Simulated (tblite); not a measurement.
Question: Give a GFN2-xTB geometry of `COc1scpc1C1CC1`.

Answer: 
```xyz
19
C7H9OPS angstrom
C      2.6326   -1.8033    0.0533
O      1.2952   -1.3674    0.0426
C      1.0785   -0.0350   -0.0277
S      2.4080    1.0806   -0.1150
C      1.4091    2.4756   -0.1738
P     -0.2772    2.2744   -0.1333
C     -0.1780    0.5021   -0.0345
C     -1.3796   -0.3531    0.0423
C     -2.6245    0.0567   -0.6946
C     -2.5838    0.1420    0.7947
H      2.5949   -2.8887    0.1223
H      3.1525   -1.5096   -0.8648
H      3.1747   -1.3973    0.9140
H      1.9180    3.4204   -0.2347
H     -1.1501   -1.4098    0.0956
H     -3.2234   -0.7145   -1.1550
H     -2.5862    0.9811   -1.2536
H     -2.5166    1.1240    1.2416
H     -3.1541   -0.5688    1.3730
```

Any rigid rotation of these coordinates is as good. Atoms count from 1 in this order. The 5 C–C bonds span 1.366 Å (C3–C7, aromatic) to 1.504 Å (C8–C10, drawn single), a spread of 0.138 Å. The 2 C–P bonds span 1.699 Å (C5–P6, aromatic) to 1.778 Å (P6–C7, aromatic), a spread of 0.079 Å. The 5-membered ring C3–S4–C5–P6–C7 has internal angles of 93.7° to 118.7° (sum 540°, against 540° for a flat polygon); it is planar, 0.00 Å rms from its mean plane, widest ring torsion 0°. The C–S distances run from 1.717 Å (S4–C5, aromatic) to 1.738 Å (C3–S4, aromatic), a spread of 0.021 Å.

Bonds between heavy atoms (Å): C1–O2 1.407, O2–C3 1.352, C3–S4 1.738, S4–C5 1.717, C5–P6 1.699, P6–C7 1.778, C7–C8 1.477, C8–C9 1.504, C9–C10 1.492, C3–C7 1.366, C8–C10 1.504.

Structure optimised with GFN2-xTB, isolated species.

Point group: Cs (tolerance 0.08 Å). Its GFN2-xTB frequencies are all real (lowest 49 cm⁻¹). One conformer, not necessarily the lowest (C1–O2–C3–S4 1°, P6–C7–C8–C9 34°).

The numbers are calculated, not measured.
